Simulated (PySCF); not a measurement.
# Fe(OH)3: what the settings change

Fe(OH)3 holds Fe(III), d5, at total charge 0. The structure is a PBE0-D3(BJ)/def2-TZVP geometry optimised for multiplicity 6; coordination trigonal planar, point group C3h, metal–donor distances 1.79 Å.

```
7

Fe    0.0000    0.0000    0.0000
O     1.7946    0.0000    0.0000
H     2.3178    0.8039    0.0000
O    -0.8973    1.5542    0.0000
H    -1.8551    1.6053    0.0000
O    -0.8973   -1.5542    0.0000
H    -0.4627   -2.4092    0.0000
```

Method (PySCF 2.14, density fitting): CASSCF(5,5) with orbitals averaged over all microstates of the shell, strongly contracted NEVPT2 on the averaged canonical orbitals; basis x2c-TZVPall on the metal, x2c-SVPall elsewhere; spin-free X2C; gas phase; spin-orbit coupling by state interaction with the mean-field operator over all roots.

Base run: NEVPT2 ground state 6A', next 4E' at 20684, then 4A'' at 22970 cm⁻¹, B(CASSCF) 1083, ζ 412 cm⁻¹, D -0.28 cm⁻¹, g 2.002 2.002 2.002, μeff(300 K) 5.92 μB.

What happens with the basis x2c-TZVPall on all atoms?

NEVPT2 ground state 6A', next 4E' at 20665, then 4A'' at 22867 cm⁻¹, B(CASSCF) 1085, ζ 412 cm⁻¹, D -0.28 cm⁻¹, g 2.002 2.002 2.002, μeff(300 K) 5.92 μB. It took 7.6 s against 7.3 s on a shared host of the same kind.

What happens with orbitals averaged over the highest spin alone?

NEVPT2 ground state 6A', next 4E' at 23315, then 4A'' at 24642 cm⁻¹, B(CASSCF) 1168, ζ 438 cm⁻¹, D -0.22 cm⁻¹, g 2.002 2.002 2.002, μeff(300 K) 5.92 μB.

No frequencies were computed for the optimised geometry. NEVPT2 on the d shell alone tends to put d–d bands too high for such charged or covalently bound ions.
